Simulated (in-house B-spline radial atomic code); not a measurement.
Successive ionisation energies of lead; each step leads to the configuration of the next row (after the last: [Kr] 4d10 4f1). Dirac energy differences include first-order Breit, QED and recoil terms. NIST's values go from ground level to ground level; the uncertainty of those that are theory runs from under 0.1 % in few-electron ions to several per cent in heavy many-electron ones. Computed with an all-electron radial atomic-structure program (B-spline basis): Dirac-Hartree-Fock, average of the configuration, finite nuclei.

```json
{"ion": "Pb25+", "configuration": "[Kr] 4d10 4f11", "ionisation energy (eV)": "825.5", "tabulated value (eV)": "810", "tabulated kind": "tabulated theory", "computed minus tabulated (eV)": "15.5", "highest orbital": "4f7/2", "largest mean radius (bohr)": "0.41713"}
{"ion": "Pb26+", "configuration": "[Kr] 4d10 4f10", "ionisation energy (eV)": "877.9", "tabulated value (eV)": "870", "tabulated kind": "tabulated theory", "computed minus tabulated (eV)": "7.9", "highest orbital": "4f7/2", "largest mean radius (bohr)": "0.41401"}
{"ion": "Pb27+", "configuration": "[Kr] 4d10 4f9", "ionisation energy (eV)": "931.4", "tabulated value (eV)": "930", "tabulated kind": "tabulated theory", "computed minus tabulated (eV)": "1.4", "highest orbital": "4f7/2", "largest mean radius (bohr)": "0.41089"}
{"ion": "Pb28+", "configuration": "[Kr] 4d10 4f8", "ionisation energy (eV)": "?", "tabulated value (eV)": "?", "tabulated kind": "tabulated theory", "computed minus tabulated (eV)": "?", "highest orbital": "?", "largest mean radius (bohr)": "?"}
{"ion": "Pb29+", "configuration": "[Kr] 4d10 4f7", "ionisation energy (eV)": "?", "tabulated value (eV)": "?", "tabulated kind": "tabulated theory", "computed minus tabulated (eV)": "?", "highest orbital": "?", "largest mean radius (bohr)": "?"}
{"ion": "Pb30+", "configuration": "[Kr] 4d10 4f6", "ionisation energy (eV)": "1098.6", "tabulated value (eV)": "1120", "tabulated kind": "tabulated theory", "computed minus tabulated (eV)": "-21.4", "highest orbital": "4f7/2", "largest mean radius (bohr)": "0.4016"}
{"ion": "Pb31+", "configuration": "[Kr] 4d10 4f5", "ionisation energy (eV)": "?", "tabulated value (eV)": "?", "tabulated kind": "tabulated theory", "computed minus tabulated (eV)": "?", "highest orbital": "?", "largest mean radius (bohr)": "?"}
{"ion": "Pb32+", "configuration": "[Kr] 4d10 4f4", "ionisation energy (eV)": "1215.5", "tabulated value (eV)": "1240", "tabulated kind": "tabulated theory", "computed minus tabulated (eV)": "-24.5", "highest orbital": "4f7/2", "largest mean radius (bohr)": "0.3955"}
{"ion": "Pb33+", "configuration": "[Kr] 4d10 4f3", "ionisation energy (eV)": "1275.5", "tabulated value (eV)": "1300", "tabulated kind": "tabulated theory", "computed minus tabulated (eV)": "-24.5", "highest orbital": "4f7/2", "largest mean radius (bohr)": "0.39248"}
{"ion": "Pb34+", "configuration": "[Kr] 4d10 4f2", "ionisation energy (eV)": "1336.7", "tabulated value (eV)": "1360", "tabulated kind": "tabulated theory", "computed minus tabulated (eV)": "-23.3", "highest orbital": "4f7/2", "largest mean radius (bohr)": "0.38949"}
```

(1) Fill in the row of Pb28+.

(2) Fill in the row of Pb29+.

(3) Fill in the row of Pb31+.

Where a p, d or f electron is removed, the computed value is a mean over both j, so it misses the tabulated one by a part of the spin-orbit splitting; averaging over terms and missing correlation add to the gap, relatively most at low charge.

Results:

(1) ionisation energy (eV): 986.0; tabulated value (eV): 990; computed minus tabulated (eV): -4.0; highest orbital: 4f7/2; largest mean radius (bohr): 0.40778.

(2) ionisation energy (eV): 1041.7; tabulated value (eV): 1050; computed minus tabulated (eV): -8.3; highest orbital: 4f7/2; largest mean radius (bohr): 0.40468.

(3) ionisation energy (eV): 1156.5; tabulated value (eV): 1180; computed minus tabulated (eV): -23.5; highest orbital: 4f7/2; largest mean radius (bohr): 0.39854.
